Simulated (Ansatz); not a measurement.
Mulliken charges of `O=C[NH][GeH2][OH]` from B3LYP/def2-TZVPP in Ansatz (PBE0-D4/def2-TZVP geometry).

| atom | x (Å) | y (Å) | z (Å) | charge (e) |
| --- | --- | --- | --- | --- |
| O1 | -0.993 | 0.645 | 1.807 | -0.338 |
| C2 | 0.187 | 0.436 | 1.657 | 0.174 |
| N3 | 0.722 | -0.110 | 0.535 | -0.285 |
| Ge4 | -0.351 | -0.646 | -0.889 | 0.457 |
| O5 | -0.932 | 0.754 | -1.801 | -0.400 |
| H6 | 0.934 | 0.675 | 2.438 | 0.065 |
| H7 | 1.720 | -0.255 | 0.533 | 0.148 |
| H8 | 0.612 | -1.487 | -1.747 | -0.022 |
| H9 | -1.594 | -1.373 | -0.398 | 0.034 |
| H10 | -0.222 | 1.310 | -2.131 | 0.168 |

Task: By hand: the dipole of these point charges (1 e Å = 4.8032 D).

Result: Σ q r = (0.585, -0.495, -0.257) e Å, of length 0.808 e Å = 3.88 D.

Task: How does the dipole of the full density compare? (Estimate.)

Result: Computed: (0.888, -0.257, -0.257) e Å, 4.61 D; the point charges give 0.84 times that, at 23° from its direction.

Point charges leave out the atoms' own dipoles, such as those of lone pairs, and Mulliken's split depends on the basis, so the two needn't agree.

B3LYP here is the variant with VWN-RPA as its local correlation; programs differ in this.
